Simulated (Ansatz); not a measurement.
Reaction R1 + 2 R2 → 3 P1, each structure at its B3LYP-D3(BJ)/def2-TZVP stationary point, reached from a drawn start (curvature not checked).
R1: H9NSi3 (SMILES [SiH3]N([SiH3])[SiH3]), charge 0, multiplicity 1.
R2: NH3 (SMILES N), charge 0, multiplicity 1.
P1: H5NSi (SMILES N[SiH3]), charge 0, multiplicity 1.

P less R. No zero-point or thermal terms.

Frozen-core correlation throughout.

Codes used: Ansatz (a first-principles code) with Gaussian orbitals. All values are computed, each at the level named.

Total energies in hartree:

```json
[
 {"structure": "R1", "PBE/def2-TZVPP": "-928.197582", "PBE0/def2-TZVPP": "-928.301003", "CCSD(T)/cc-pV(T+d)Z": "-927.309019"},
 {"structure": "R2", "PBE/def2-TZVPP": "-56.510610", "PBE0/def2-TZVPP": "-56.515727", "CCSD(T)/cc-pV(T+d)Z": "-56.473042"},
 {"structure": "P1", "PBE/def2-TZVPP": "-347.071173", "PBE0/def2-TZVPP": "-347.108996", "CCSD(T)/cc-pV(T+d)Z": "-346.748272"}
]
```

**Question.** Work out the reaction energy at each level in kcal/mol (1 hartree = 627.50947 kcal/mol), and say how far PBE/def2-TZVPP lies from CCSD(T)/cc-pV(T+d)Z.

**Answer.** 
- PBE/def2-TZVPP: 3 × (-347.071173) − (-928.197582) − 2 × (-56.510610) = 0.005283 hartree = 3.32 kcal/mol
- PBE0/def2-TZVPP: 3 × (-347.108996) − (-928.301003) − 2 × (-56.515727) = 0.005469 hartree = 3.43 kcal/mol
- CCSD(T)/cc-pV(T+d)Z: 3 × (-346.748272) − (-927.309019) − 2 × (-56.473042) = 0.010287 hartree = 6.46 kcal/mol
PBE/def2-TZVPP less CCSD(T)/cc-pV(T+d)Z: -3.14 kcal/mol. CCSD(T)/cc-pV(T+d)Z is the level counted from, the highest shown, and no exact or measured value.
